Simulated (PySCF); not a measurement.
**CaS, CCSD(T): how much the basis matters**

PySCF, RHF reference; singlet, unpaired electrons none; De to Ca + S without counterpoise correction. Frozen cores follow the default of each basis and core potential.

```tsv
basis	relativity	functions	Re (Å)	ωe (cm⁻¹)	De (eV)	frozen orbitals
x2c-SVPall	spin-free X2C	42	2.398	410	2.18	10
def2-SVPD	no relativity	54	2.409	409	2.63	10
def2-TZVPP	no relativity	78	2.374	432	2.74	10
```

**Question.** How does each smaller set differ from the one with most functions, def2-TZVPP?

**Answer.** x2c-SVPall: +2.4 pm, -5.1 % in ωe, -0.56 eV in De; def2-SVPD: +3.5 pm, -5.3 % in ωe, -0.11 eV in De. All at CCSD(T); the set with most functions is neither the basis-set limit nor always the best. The rows treat relativity differently, so the differences are not basis effects alone.

Measured (Huber and Herzberg, Constants of Diatomic Molecules (1979)): Re = 2.3178 Å, ωe = 462.23 cm⁻¹. Correlated steps freeze 10 core orbitals. Correlated levels converge slowly with the basis: in double zeta they bind strong bonds too weakly, by up to about 1 eV, and carry superposition errors of some tenths. Where the molecule has an RHF reference, its open-shell atoms are computed with UHF. The CCSD T1 diagnostic is raised in CaS, a sign that a single reference may not be enough there.
